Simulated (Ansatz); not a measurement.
Frontier orbitals of C$_{2}$H$_{6}$OSi, SMILES `C1OC[SiH2]1`.

Cartesian coordinates in Å:
```
C -0.2335 -0.6174 1.0410
O -1.3051 0.0542 0.3475
C -0.6474 0.7559 -0.7274
Si 0.9681 -0.1545 -0.3466
H -0.0448 -0.1557 2.0170
H -0.4780 -1.6714 1.1965
H -0.6456 1.8374 -0.5495
H -1.1507 0.5608 -1.6778
H 1.3512 -1.2452 -1.2832
H 2.1858 0.6359 -0.0177
```

The species carries charge 0 and has multiplicity 1. Geometry: relaxed with PBE0-D4/def2-TZVP. Basis def2-TZVPP, Ansatz 0.2.0.

```
functional  HOMO (eV)  LUMO (eV)  gap (eV)
       PBE      -5.72      -0.91      4.81
      BLYP      -5.63      -0.81      4.82
    B97M-V      -6.22      -0.74      5.48
      PBE0      -7.28      -0.08      7.20
   r2SCANh      -6.61      -0.25      6.36
     BHLYP      -8.76       0.70      9.46
   ωB97M-V      -9.65       1.52     11.17
        HF     -11.03       2.69     13.72
```

Against PBE, PBE0 changes HOMO and LUMO by −1.56 and +0.83 eV, ωB97M-V by −3.92 and +2.42 eV. A gap of 4.82 eV thus becomes 11.16 eV for the same molecule, so an orbital gap means little without its functional. A positive LUMO is unbound and depends on the basis.
